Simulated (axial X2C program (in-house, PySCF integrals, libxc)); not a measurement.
**Levels of Ga₂⁺ by electron attachment to Ga₂²⁺ (EOM-EA-CCSD)**

Computed with an axial X2C code built on PySCF integrals: two-component X2C with atomic mean-field Coulomb and Gaunt terms, Gaussian nuclei, basis Ga dyall-acv3z with contracted cores.

R = 3.276 Å (near the PBE0 minimum at charge 1 of the determinant lowest at the starting distance; the state shown can have its own minimum elsewhere).

Hartree–Fock spinors of Ga₂²⁺ (one of each Kramers pair; a window near the gap, which can cut inner shells):

```csv
ω,occupied,ε (eV),character
1/2,yes,-24.15,"82% Ga s, 9% Ga p, 7% Ga d"
1/2,yes,-22.16,"85% Ga s, 6% Ga d, 6% Ga p"
1/2,no,-10.43,"92% Ga p, 6% Ga s"
1/2,no,-9.76,"91% Ga p, 7% Ga d"
3/2,no,-9.70,"91% Ga p, 7% Ga d"
1/2,no,-8.37,"84% Ga p, 11% Ga d, 5% Ga f"
3/2,no,-8.30,"84% Ga p, 11% Ga d, 5% Ga f"
1/2,no,-6.86,"74% Ga p, 14% Ga d, 9% Ga s"
```

Levels of Ga₂⁺ obtained by attaching an electron to Ga₂²⁺:

| Ω | binding energy (eV) | above lowest (cm⁻¹) | attached spinor | one-particle weight |
| --- | --- | --- | --- | --- |
| 1/2 | 11.146 | 0 | 92% Ga pσ | 0.95 |
| 1/2 | 10.457 | 5552 | 90% Ga pπ | 0.95 |
| 3/2 | 10.399 | 6019 | 90% Ga pπ | 0.95 |
| 1/2 | 9.118 | 16351 | 86% Ga pπ | 0.94 |
| 3/2 | 9.047 | 16929 | 84% Ga pπ | 0.94 |
| 1/2 | 7.732 | 27529 | 76% Ga pσ, 16% Ga dσ | 0.89 |
| 1/2 | 6.180 | 40054 | 74% Ga sσ, 14% Ga dσ | 0.95 |

Q: What is the splitting of the first π pair in the table, and is it regular or inverted?

A: E(3/2) − E(1/2) = 6019 − 5552 = 467 cm⁻¹ at EOM-EA-CCSD: regular, Ω = 1/2 lower. Splittings at this level can be off by ten to twenty per cent.

This point took 5.4 s on 1 thread of Intel(R) Xeon(R) Processor @ 2.30GHz, on a shared host.

Reference electrons by ω block (each with its −ω partner): 1/2: 20, 3/2: 8, 5/2: 2. 4 electrons of Ga₂²⁺ correlated (inner shells frozen), 92 natural virtual spinors (a truncated set); levels can be off by some tenths of an eV. Roots sought by Ω: (1/2: 5, 3/2: 4, 5/2: 2, 7/2: 1); rows need 60 % one-particle weight and stop where some Ω has no more roots. Missing are any skipped roots, higher Ω and states of a further excitation; these come out far too high here and may in truth be low or lowest. T1 of the reference 0.004 (Lee–Taylor). The reference was not checked to be the lowest state of its species. Number of frozen shells: Ga 3 s, 2 p, 1 d. g and u states are not told apart.
